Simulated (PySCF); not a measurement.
Electric field gradients and quadrupole coupling constants

Species: CH2B3F3O4.
Cartesian coordinates in Å at the PBE0-D3(BJ)/def2-SVP level; atoms count from 1:
```xyz
13
CH2B3F3O4 angstrom
F      2.1757    1.0519    1.2353
C      2.3883    0.1346    0.2977
F      2.5633    0.7600   -0.8610
F      3.4991   -0.5153    0.5917
O      1.3755   -0.7542    0.2378
B      0.0889   -0.4256   -0.1065
O     -0.8251   -1.4377   -0.1380
B     -2.1230   -1.1666   -0.4882
O     -2.4791    0.1224   -0.7926
B     -1.5661    1.1418   -0.7453
O     -0.2665    0.8580   -0.4043
H     -2.9347   -2.0499   -0.5264
H     -1.8909    2.2697   -0.9949
```

Field gradients from the PBE0/pcSseg-1 density (PySCF, non-relativistic), principal values in atomic units, ordered |Vxx| ≤ |Vyy| ≤ |Vzz|:

```
atom      Vxx      Vyy      Vzz
  O5  -0.6917  -0.9672   1.6589
  B6  -0.1326  -0.1633   0.2959
  O7  -0.0369  -0.7853   0.8222
  B8  -0.1014  -0.2980   0.3994
  O9   0.0730   0.7702  -0.8432
 B10  -0.1009  -0.2991   0.4000
 O11  -0.0501  -0.7870   0.8370
```

Find the asymmetry η = (Vxx − Vyy)/Vzz and the couplings χ = eQV/h (234.96 MHz × Q in barn × V in au), with Q(17O) = −0.0256 b, Q(11B) = 0.04059 b.

```json
{"atom": "O5", "environment": "boron-bound oxygen", "nucleus": "17O", "η": "0.17", "χzz (MHz)": "-9.98", "χxx (MHz)": "4.16", "χyy (MHz)": "5.82"}
{"atom": "B6", "environment": "three-coordinate boron", "nucleus": "11B", "η": "0.10", "χzz (MHz)": "2.822", "χxx (MHz)": "-1.264", "χyy (MHz)": "-1.557"}
{"atom": "O7", "environment": "boron-bound oxygen", "nucleus": "17O", "η": "0.91", "χzz (MHz)": "-4.946", "χxx (MHz)": "0.222", "χyy (MHz)": "4.724"}
{"atom": "B8", "environment": "three-coordinate boron", "nucleus": "11B", "η": "0.49", "χzz (MHz)": "3.809", "χxx (MHz)": "-0.967", "χyy (MHz)": "-2.842"}
{"atom": "O9", "environment": "boron-bound oxygen", "nucleus": "17O", "η": "0.83", "χzz (MHz)": "5.07", "χxx (MHz)": "-0.44", "χyy (MHz)": "-4.63"}
{"atom": "B10", "environment": "three-coordinate boron", "nucleus": "11B", "η": "0.50", "χzz (MHz)": "3.815", "χxx (MHz)": "-0.962", "χyy (MHz)": "-2.853"}
{"atom": "O11", "environment": "boron-bound oxygen", "nucleus": "17O", "η": "0.88", "χzz (MHz)": "-5.03", "χxx (MHz)": "0.30", "χyy (MHz)": "4.73"}
```

At O7 η is above 0.9: Vyy and Vzz are nearly equal in size and opposite in sign, so a small change could swap them and flip the sign of χzz. 

What is Vzz at B10 in SI units (1 au = 9.71736 × 10²¹ V/m²)?

0.4000 au = 3.887 × 10²¹ V/m².

And the gradient at the other heavy atoms, for which no coupling is worked out here?

```csv
atom,environment,Vzz (au),η
F1,fluorine of a CF3 group,2.956,0.01
C2,CF3 carbon,-0.116,0.01
F3,fluorine of a CF3 group,2.957,0.01
F4,fluorine of a CF3 group,2.982,0.03
```

One conformer (not necessarily the lowest) at the PBE0-D3(BJ)/def2-SVP geometry, without solvent, vibrations or thermal averaging. The basis is small and wasn't made for field gradients, so the couplings can be 20 % off.
